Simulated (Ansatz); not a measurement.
Gas-phase reaction in SMILES: FSF [fluoro thiohypofluorite] → FSF as doublet, charge +1 + e-
Structures are relaxed separately at B3LYP-D3(BJ)/def2-TZVP in Ansatz (a quantum-chemistry and plane-wave program). A spin state is the lowest found, not a proven ground state.

Wanted: adiabatic ionisation energy (electronic energy difference), in eV. Cores are frozen in the correlated levels unless marked. UHF or UKS for open shells. Spin-orbit coupling is left out. No relativistic terms. FCI takes restricted orbitals. CBS(X,Y): correlation extrapolated as X^-3; Hartree-Fock from the larger set.

| level | program | adiabatic ionisation energy (eV) |
|---|---|---|
| PBE/def2-TZVPD | Ansatz | 9.80 |
| r2SCAN-D3(BJ)/def2-TZVPD | Ansatz + dftd3 | ___ |
| B3LYP-D3(BJ)/def2-TZVPD | Ansatz + dftd3 | 10.02 |
| PBE0/6-31G* | Ansatz | ___ |
| LC-wPBE/def2-TZVPD | Ansatz | 9.97 |
| SCS-MP2/STO-3G | Ansatz | 7.06 |
| FCI/STO-3G | Ansatz | 6.68 |
| CCSD(T)/CBS(cc-pV(T+d)Z,cc-pV(Q+d)Z) | Ansatz | ___ |

### Question
Complete the blanks.

### Answer

- r2SCAN-D3(BJ)/def2-TZVPD, adiabatic ionisation energy (eV): 9.75
- PBE0/6-31G*, adiabatic ionisation energy (eV): 9.84
- CCSD(T)/CBS(cc-pV(T+d)Z,cc-pV(Q+d)Z), adiabatic ionisation energy (eV): 10.08
